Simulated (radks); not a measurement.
Problem. Ca4+, 16 electrons, occupied as [Ne] 3s1.5 3p4 4s0.5 (fractional occupations, a model configuration). All-electron calculation, scalar-relativistic Kohn-Sham, XLYP, spin-polarised, spherical densities, finite nucleus; open shells are filled with parallel spins first; Fermi nuclear charge, rms radius 3.4776 fm. Program: a radial shooting solver on a logarithmic mesh with Libxc functionals. Some entries of the table are withheld. Estimate them.

orbital  occ.  eigenvalue (eV)  <r> (bohr)  <1/r> (bohr^-1)
1s up       1        -4018.832     0.07683            19.74
1s down     1        -4017.875     0.07682            19.75
2s up       1        -478.2597      0.3637            4.055
2s down     1        -477.4194      0.3635            4.054
2p up       3        -399.2550      0.3267            3.961
2p down     3        -398.1462      0.3267            3.960
3s up       1        -103.1709       1.082            1.298
3s down   0.5         -98.7705       1.091            1.290
3p up       3         -82.8360         (1)            1.199
3p down     1         -78.6679         (2)            1.186
4s up     0.5         -36.8220       2.529           0.5398

Solution. 
(1) 3p up <r> (bohr): 1.138
(2) 3p down <r> (bohr): 1.154
